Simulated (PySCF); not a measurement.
GaCl2, SMILES [Cl][Ga+][Cl], charge +1. Atoms are numbered in the order given.

```xyz
3

Ga     0.0000     0.0000     0.0000
Cl     0.0000     0.0000    -2.0207
Cl     0.0000     0.0000     2.0207
```
Charge +1, spin multiplicity 1.

The structure is a stationary point at r2SCAN-D4/def2-TZVP. The multiplicity is an assumed one; other spin states were not compared. The isomer is the one that the SMILES or the coordinates give; other isomers of the formula were not compared.

Method: M06-2X/def2-TZVPD (PySCF).

Mulliken values depend strongly on the basis, most of all with diffuse functions as here. Atomic charges (e):

```csv
atom,Mulliken,IAO
Ga1,1.24,?
Cl2,-0.12,?
Cl3,-0.12,?
```

Some entries are withheld; supply them. (The exact figures need the calculation; the answer reports its results.)


- Ga1, IAO: 1.13
- Cl2, IAO: -0.06
- Cl3, IAO: -0.06
